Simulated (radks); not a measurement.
Values are calculated unless marked as measured or tabulated.
Ionisation of Cl2+, [Ne] 3s2 3p3, to Cl3+, [Ne] 3s2 3p2, under several functionals. Dirac Kohn-Sham, spin-unpolarised, spherical densities, finite nucleus; open shells are shared between the two j in proportion to 2j + 1; a radial shooting solver on a logarithmic mesh with Libxc functionals.

functional         E(Cl2+) (hartree)  Exc (hartree)  IE (eV)  -e(HOMO) (eV)  <r> HOMO (bohr)  IE error (eV)
RPBE                      -460.13630      -27.44240   38.288         31.613            1.606         -1.512
PW91                      -460.16201      -27.46909   38.386         31.699            1.603         -1.414
HCTH/407                  -460.21542      -27.55099   38.648         31.966            1.599         -1.152
exchange-only LDA         -457.44188      -24.67782   36.910         30.250            1.613         -2.890

NIST Atomic Spectra Database: 39.8 eV (semi-empirical). Closest: HCTH/407. The Delta-SCF values span 1.74 eV, the total energies 2.77 hartree. The highest occupied level is 3p3/2. Spin polarisation and multiplet splitting are left out, so open shells lie too high by an amount that depends on their filling.

Beside tabulated values, note that spin-unpolarised runs miss the spin-polarisation part of the exchange energy of open shells.
